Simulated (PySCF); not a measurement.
From computed data to an observable: refractive index and permittivity of the vapour

CH8GeOSi, SMILES [SiH3][GeH2][CH2]O.

Geometry: PBE0-D3(BJ)/def2-SVP. This is a generated structure with no PubChem entry under its InChIKey; it may be hypothetical. Other conformers were not sampled.

PBE0/def2-TZVP run with PySCF gives a mean static polarisability of 80.5 bohr³ and a dipole moment of 1.16 D. Take an ideal gas at 298.15 K and 1 bar, whether or not the substance is that volatile.

Task: Work out n − 1 in the optical limit and the static ε − 1.

Result: 
Polarisability volume α' = 80.5 × 0.148185 = 11.93 Å³. Number density N = p/kT = 2.43e-5 Å⁻³.
Dilute limit of Lorentz–Lorenz: n − 1 = 2π N α' = 0.0018.
Orientation term of Debye: μ²/(3kT) = 8.098 Å³ × μ²(D²) = 10.90 Å³.
ε − 1 = 4π N (α' + μ²/3kT) = 0.0070. Orientation of the dipole supplies 48 % of the static response; it can't follow optical fields. Vibrational polarisation and dispersion are left out.
